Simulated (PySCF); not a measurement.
# EPR parameters of C8H11

C₈H₁₁ (doublet state).
Numbering: `[CH3:1][CH:2]([CH3:3])[C:4]1[CH:5]=[CH:6][CH:7]=[CH:8]1` (hydrogens: H9, H10, H11 on C1; H12 on C2; H13, H14, H15 on C3; H16 on C5; H17 on C6; H18 on C7; H19 on C8)

Structure used (GFN2-xTB), in Å, numbered top down from 1:
```
atom  x, y, z in Å
C1    -1.9212    0.2073   -0.8176
C2    -1.0294   -0.4247    0.2592
C3    -1.3277    0.2098    1.6241
C4     0.4027   -0.2495   -0.0893
C5     1.3439   -1.2878   -0.3177
C6     2.5471   -0.7139   -0.6108
C7     2.3793    0.7318   -0.5716
C8     1.0841    0.9982   -0.2569
H9    -1.7034   -0.2249   -1.7914
H10   -1.7521    1.2797   -0.8704
H11   -2.9685    0.0305   -0.5829
H12   -1.2509   -1.4964    0.3148
H13   -2.3662    0.0341    1.8958
H14   -1.1524    1.2822    1.5926
H15   -0.6882   -0.2220    2.3905
H16    1.1241   -2.3378   -0.2635
H17    3.4708   -1.2151   -0.8351
H18    3.1635    1.4407   -0.7633
H19    0.6346    1.9670   -0.1491
```

The hyperfine couplings belong to this conformer and change with its torsions.

The calculation used UKS B3LYP, pcH-1 on C H, non-relativistic, mean-field spin-orbit, GIAO (PySCF). One conformer (not necessarily the lowest) at the GFN2-xTB geometry, without solvent, vibrations or thermal averaging. The geometry wasn't refined by DFT: couplings that depend on bond lengths, twists or pyramidal angles can differ widely from those at the functional's own minimum. No stability test was run, so a lower SCF solution isn't excluded.

| Quantity | Value |
| --- | --- |
| g1, g2, g3 | 2.00211, 2.00233, 2.00294 |
| g_iso | 2.00246 |
| Form of g | rhombic: the two nearest values differ by 27 % of g3 − g1 |
| ⟨S²⟩ | 0.7638 (exact 0.7500) |
| α and β electrons | 30, 29 |
| HOMO–LUMO gap, α and β orbitals | 7.20, 2.46 eV |
| Total energy | -311.43742 Eh |
| Basis functions | 310 |

Hyperfine couplings atom by atom, in MHz; T1 to T3 are the principal values of the dipolar part; ρ(0) is the spin density at the nucleus:

```tsv
atom	isotope	a_iso	T1	T2	T3	Mulliken spin population	ρ(0) (bohr⁻³)
C1	13C	33.6	-2.9	-2.8	5.7	0.02	0.0299
C2	13C	-17.1	-1.8	0.3	1.5	-0.04	-0.0152
C3	13C	33.5	-2.9	-2.8	5.7	0.02	0.0298
C4	13C	47.9	-46.6	-45.5	92.1	0.59	0.0426
C5	13C	-29.6	-13.1	6.4	6.7	-0.14	-0.0264
C6	13C	22.4	-30.4	-28.6	59.0	0.37	0.0200
C7	13C	10.5	-21.9	-20.5	42.5	0.26	0.0094
C8	13C	-22.0	-2.6	1.0	1.6	-0.07	-0.0196
H9	1H	-1.6	-3.6	-1.2	4.8	0.00	-0.0004
H10	1H	-1.6	-2.9	-1.5	4.4	0.00	-0.0004
H11	1H	12.1	-2.0	-1.1	3.1	0.01	0.0027
H12	1H	1.3	-3.2	-2.5	5.8	0.00	0.0003
H13	1H	12.0	-2.0	-1.1	3.1	0.01	0.0027
H14	1H	-1.6	-2.9	-1.5	4.4	0.00	-0.0004
H15	1H	-1.6	-3.6	-1.2	4.8	0.00	-0.0004
H16	1H	3.9	-3.9	-0.2	4.0	0.00	0.0009
H17	1H	-25.5	-15.5	-1.8	17.4	-0.02	-0.0057
H18	1H	-18.8	-11.8	-2.2	14.1	-0.01	-0.0042
H19	1H	-0.3	-3.6	-2.0	5.6	0.00	-0.0001
```

The largest Mulliken spin populations are on C4 (+0.59), C6 (+0.37), C7 (+0.26) and C5 (-0.14). Three atoms exceed +0.15. The positive populations add up to 1.28 and the negative ones to -0.28, together 2S = 1. The angles at C4 add up to 360.0°, so it is planar.

The SMILES `CC(C)[C]1C=CC=C1` draws the unpaired electron on C4, whose computed spin population is only +0.59.

Axes: g2 points within 1° of the C2–C4 bond and g3 points within 1° of the C6–C7 bond.

Under fast tumbling the dipolar parts average out, and these isotropic splittings remain: 2 × 1H (H17/H18, I = 1/2, 3 lines) with 0.79 mT, 6 × 1H (H9 (×6), I = 1/2, 7 lines) with 0.11 mT, 2 × 1H (H16/H19, I = 1/2, 3 lines) with 0.06 mT and 1 × 1H (H12, I = 1/2, 2 lines) with 0.05 mT.

Means are taken over nuclei equivalent by connectivity, which assumes that they swap fast. The six 1H nuclei of mean +2.9 MHz run from -1.6 to 12.1 MHz in the frozen geometry. The 1H value of -22.1 MHz is a mean of couplings from -25.5 to -18.8 MHz in this one geometry, not an average over conformers.

The 13C coupling of C4 (47.9 MHz) shows only in satellite lines or after enrichment, since that isotope makes up about 1.07 % of natural carbon.

The spin density at the nucleus, in bohr⁻³, is negative for C5/C8 (-0.0230), C2 (-0.0152) and H17/H18 (-0.0050), for instance. A restricted open-shell determinant has no negative spin density anywhere; here it arises because α and β orbitals differ (spin polarisation).

The run took 69 s of wall time (grids of density and orbitals included) on one thread, AMD EPYC 7R43 (x86_64), on a shared host, and the process peaked at 0.97 GiB of memory.
